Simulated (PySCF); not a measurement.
An unknown shows these calculated signals:

1H NMR (500 MHz, computed): δ 3.96 (m, 2H), 3.90 (m, 2H), 2.02 (m, 2H), 1.91 (m, 2H).

13C{1H} NMR (computed): δ 163.1 (C), 118.3 (C), 19.4 (CH2), 15.1 (CH2).

Level of theory: geometry from GFN2-xTB, PBE0/pcSseg-1 with gauge-including orbitals, in PySCF 2.14 (no solvent model, non-relativistic, fast rotation and ring inversion assumed for equivalent nuclei, one conformer).

Scale: 1H (31.72 ppm) and 13C (186.93 ppm) vs TMS (reference shieldings calculated alike).

Which of these does the molecule contain: a (CH3)2CH unit, a non-aromatic C=C double bond, an amide, a Si–H bond, a heteroaromatic ring?

## Answers


- A (CH3)2CH unit: no.
- A non-aromatic C=C double bond: yes.
- An amide: no.
- A Si–H bond: yes (δH 3.90 (m)).
- A heteroaromatic ring: no.

The data belong to `[SiH2]1CC(Cl)=C(F)C[SiH2]1`, C4H8ClFSi2; they needn't prove each group on their own.

Carbon signals by region: 1 in the far downfield region (above 160 ppm), 1 in the sp2 and nitrile region (100–160 ppm), 2 below 50 ppm. Above 160 ppm: 163.1, fully substituted alkene carbon.

Carbons that carry Cl, above all several Cl atoms, come out too deshielded, partly because spin–orbit coupling is missing. Splittings by 19F in the carbon and heteronuclear signals aren't shown, as no couplings were computed. Shifts are as computed. Against solution values, carbons near 30 ppm lie about +3 ppm off and those near 130 ppm about +5 ppm; carbons on Cl a further +6 ppm. Of 1309 compounds with measured shifts, 239 miss one by over three times the rms of a fit or turn the order of signals round; such compounds aren't used in these exercises. No couplings were computed; multiplicities are counted from neighbouring protons, with m where these are inequivalent, close in shift, in a saturated or five-membered ring or joined by F or P, and br s for small geminal =CH2 splittings.
